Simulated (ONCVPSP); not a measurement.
Cd: one change to an ONCV potential, before and after

| Property | Result |
| --- | --- |
| Element | Cd |
| Generator | ONCVPSP 4.0.1 |
| Type | optimised norm-conserving Vanderbilt (ONCV) |
| Functional | LDA (Perdew-Wang 92) |
| Relativity | non-relativistic |
| Frozen core | [Kr] |
| Valence charge | 12 |
| Reference configuration | 4d10 5s2 |
| Partial waves | 5s: rc 2.60 bohr, ncon 3, nbas 6, qcut 2.7 1/bohr, 1 projector; p scattering state at 0.11 Ha: rc 2.70 bohr, ncon 4, nbas 8, qcut 2.8 1/bohr, 1 projector; 4d: rc 1.75 bohr, ncon 4, nbas 9, qcut 9.3 1/bohr, 2 projectors, debl 3.7 Ha; f scattering state at 0.39 Ha: rc 2.00 bohr, ncon 4, nbas 7, qcut 5.9 1/bohr, 2 projectors, debl 2.6 Ha |
| Local potential | polynomial inside 1.60 bohr (lpopt 5, dvloc0 0 Ha) |
| Core correction | polynomial model core, fcfact 0.6 |

In the p channel the program set the typed energies aside and used 0.050 Ha.

All-electron outer shells of the reference configuration (LDA (PZ), non-relativistic, ld1.x):

```json
{"shell": "4p", "level (eV)": "-65.17", "outermost node (bohr)": "0.44", "outermost maximum (bohr)": "0.85"}
{"shell": "4d", "level (eV)": "-12.80", "outermost node (bohr)": "0.42", "outermost maximum (bohr)": "0.98"}
{"shell": "5s", "level (eV)": "-5.56", "outermost node (bohr)": "1.10", "outermost maximum (bohr)": "2.44"}
```

Change: local potential polynomial inside 1.60 bohr (lpopt 5, dvloc0 10 Ha).

Cutoffs: the cutoffs (Ha) at which the residual kinetic energy of the hardest occupied pseudo-wave falls to 1 and 0.1 mHa per electron; they do not see the model core or the augmentation charge, which bear on the density cutoff. Errors are all-electron minus pseudo energies relative to the spin-unpolarised reference configuration.

Problem. How do hardness, ghosts and transferability respond?

Solution. The potential gets neither clearly harder nor softer (30 Ha and 35 Ha → 30 Ha and 35 Ha); the bound ghost in s disappears; the lowest positive-energy flag moves from p at 14.7 eV to none; the number of tests with a reliable result goes from 3 to 4; of the 3 tests that both files solve, the error grows in 0 and shrinks in 1 by more than 15 % and 0.3 meV (median size 11.0 → 12.1 meV). In the separable form a ghost depends on how the local part lies against the semilocal potential of the channel, so the choice of the local part can create or remove one.

| quantity | base | changed |
| --- | --- | --- |
| cutoff, loose | 30 Ha | 30 Ha |
| cutoff, tight | 35 Ha | 35 Ha |
| bound ghosts | s | none |
| GHOST(+) flags under 300 eV | p at 14.7 eV | none |
| tests with a reliable result | 3 of 4 | 4 of 4 |
| error for 4d10 5s1, meV [ΔE 9.07 eV] | -4.4 | -3.4 |
| error for 4d10 5s0, meV [ΔE 25.69 eV] | -40 | -40 |
| error for 4d10 5s0 5p2, meV [ΔE 8.77 eV] | -11 | -12 |
| s: phases at 2.64 bohr within 0.05 rad from the reference energy up to (Ha; the scan ends near 5) | 1.3 | 1.0 |
| p: phases at 2.74 bohr within 0.05 rad from the reference energy up to (Ha; the scan ends near 5) | 0.4 | 1.3 |
| d: phases at 1.78 bohr within 0.05 rad from the reference energy up to (Ha; the scan ends near 5) | to the end of the scan | to the end of the scan |
| f: phases at 2.03 bohr within 0.05 rad from the reference energy up to (Ha; the scan ends near 5) | to the end of the scan | to the end of the scan |
| rms error of d²Exc/dni dnj with the model core, mHa | 0.65 | 0.65 |

 A true bound ghost makes a file unfit for plane-wave use even where its test errors are small: the radial tests pick states by their node count and pass the ghost by.
